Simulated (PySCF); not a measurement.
SMILES CCCCC(=O)OC (C6H12O2) (GFN2-xTB optimised geometry):

```
20

C      2.711    -2.215    -0.674
C      2.145    -0.855    -0.285
C      0.622    -0.833    -0.375
C      0.050     0.532     0.000
C     -1.460     0.532     0.000
O     -2.166    -0.441     0.010
O     -1.934     1.787     0.000
C     -3.348     1.924     0.027
H      2.438    -2.463    -1.697
H      2.321    -2.990    -0.020
H      3.796    -2.214    -0.599
H      2.451    -0.613     0.735
H      2.558    -0.088    -0.945
H      0.200    -1.587     0.290
H      0.311    -1.084    -1.391
H      0.374     0.811     1.006
H      0.397     1.310    -0.682
H     -3.753     1.499     0.948
H     -3.552     2.990    -0.023
H     -3.796     1.406    -0.823
```

Level of theory: B3LYP/def2-SVP (PySCF 2.14.0).

Task: What are the frontier orbital energies and the dipole moment?

Result: HOMO-2 -9.01 eV, HOMO-1 -8.29 eV, HOMO -7.48 eV, LUMO 0.38 eV, LUMO+1 1.49 eV; dipole moment 1.61 D.

Meta-Löwdin charges at B3LYP/def2-SVP: C1 -0.28, C2 -0.15, C3 -0.15, C4 -0.20, C5 0.50, O6 -0.45, O7 -0.34, C8 -0.08, H9 0.09, H10 0.09, H11 0.09, H12 0.08, H13 0.08, H14 0.09, H15 0.09, H16 0.11, H17 0.11, H18 0.10, H19 0.11, H20 0.11.
